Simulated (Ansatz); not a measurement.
The cluster SiW2 was relaxed with PBE0-D4 (def2-TZVP) in Ansatz in these states: neutral quintet, neutral triplet. The geometries follow in no particular order.

In the def2 sets W takes a core potential; there is no spin–orbit coupling.

A:

```xyz
3

W     0.862    0.368    0.900
W    -0.638   -1.090    0.306
Si   -0.224    0.722   -1.206
```

B:

```
atom   x (Å)   y (Å)   z (Å)
  W1   0.419   1.258  -0.225
  W2  -0.597  -0.642  -1.020
 Si3   0.178  -0.616   1.245
```

Judge from the bond lengths which geometry belongs to which state (an estimate).

A is the neutral triplet (W1–W2 2.175 Å, W2–Si3 2.395 Å, W1–Si3 2.395 Å); B is the neutral quintet (W1–W2 2.297 Å, W2–Si3 2.393 Å, W1–Si3 2.393 Å).

At PBE0-D4/def2-TZVP a broken-symmetry singlet lies 0.54 eV below the neutral triplet. At PBE0-D4/def2-TZVP a broken-symmetry singlet lies 1.20 eV below the neutral quintet. These are the stationary points nearest to one start from a short search; other shapes may lie lower in each state.
